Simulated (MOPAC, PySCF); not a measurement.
Complex: HCl (SMILES Cl) (first 2 atoms) with C2H6O (SMILES CCO); geometry from B3LYP-D3(BJ)/def2-TZVP, rigid monomers moved along the line of their centres of mass till H2···O5 is 2.43 Å.
(charge 0, multiplicity 1):
```json
[
 {"atom": "Cl", "x (Å)": "0.7975", "y (Å)": "0.1376", "z (Å)": "-0.3427"},
 {"atom": "H", "x (Å)": "0.1375", "y (Å)": "-0.2383", "z (Å)": "0.7303"},
 {"atom": "C", "x (Å)": "0.6087", "y (Å)": "0.9548", "z (Å)": "4.2328"},
 {"atom": "C", "x (Å)": "0.2911", "y (Å)": "-0.5092", "z (Å)": "3.9991"},
 {"atom": "O", "x (Å)": "-0.6951", "y (Å)": "-0.7029", "z (Å)": "2.9704"},
 {"atom": "H", "x (Å)": "1.3824", "y (Å)": "1.0560", "z (Å)": "4.9966"},
 {"atom": "H", "x (Å)": "-0.2740", "y (Å)": "1.4977", "z (Å)": "4.5818"},
 {"atom": "H", "x (Å)": "0.9646", "y (Å)": "1.4244", "z (Å)": "3.3154"},
 {"atom": "H", "x (Å)": "1.1708", "y (Å)": "-1.0468", "z (Å)": "3.6463"},
 {"atom": "H", "x (Å)": "-0.0503", "y (Å)": "-0.9920", "z (Å)": "4.9197"},
 {"atom": "H", "x (Å)": "-1.4851", "y (Å)": "-0.1955", "z (Å)": "3.1908"}
]
```

Interaction energies are E(AB) − E(A) − E(B) at the monomers' geometry in the complex; basis-set methods are counterpoise corrected. Rows marked so take none.

Rows in 3-21G, 6-31G* carry no dispersion term and start afresh at each structure (6-31G* with six Cartesian d functions). The state that PM7 reach isn't checked; PM7 holds dispersion and hydrogen-bond terms.

The values were computed with MOPAC for PM7 (differences of heats of formation); PySCF for 3-21G rows, 6-31G* rows. Values without a source in brackets are computed.

One of these levels gives -5.47 kcal/mol for the interaction energy. Which one is it?
(A) PM7
(B) HF/3-21G (no counterpoise)
(C) BP86/6-31G* (no counterpoise)

C, BP86/6-31G* (no counterpoise). The others give -4.82 (PM7), -7.56 (HF/3-21G (no counterpoise))
